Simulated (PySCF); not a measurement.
**Exercise with solution: dipole moment from atomic charges**

AlFI₂, SMILES [F][Al]([I])[I]. Atoms are numbered in the order given.

```xyz
4

Al     0.0000     0.0000    -0.8564
F      0.0000     0.0000    -2.5293
I      0.0000    -2.1589     0.3198
I      0.0000     2.1589     0.3198
```
Charge 0, spin multiplicity 1.

Geometry optimised at PBE-D3(BJ)/def2-SVP. The def2 effective core potentials stand for the cores of I; spin–orbit coupling is left out.

Charges (e) from PBE/def2-TZVP (PySCF):

```
atom  Mulliken  ESP fit
----  --------  -------
Al1      0.528    0.484
F2      -0.283   -0.276
I3      -0.122   -0.104
I4      -0.122   -0.104
```

The dipole moment of the full density is 1.12 D.

Q: What dipole moment does each set of point charges give, and which comes closer to that of the density?

A: 
μ = Σ q r, and 1 e Å = 4.8032 D.
Mulliken: Σ q r = (0.000, 0.000, 0.186) e Å, |μ| = 0.89 D.
ESP fit: Σ q r = (0.000, 0.000, 0.217) e Å, |μ| = 1.04 D.
ESP fit comes closer in size. Point charges leave out the atoms' own dipoles (lone pairs, polarised bonds); fits to the potential absorb them, partitions of the density don't.
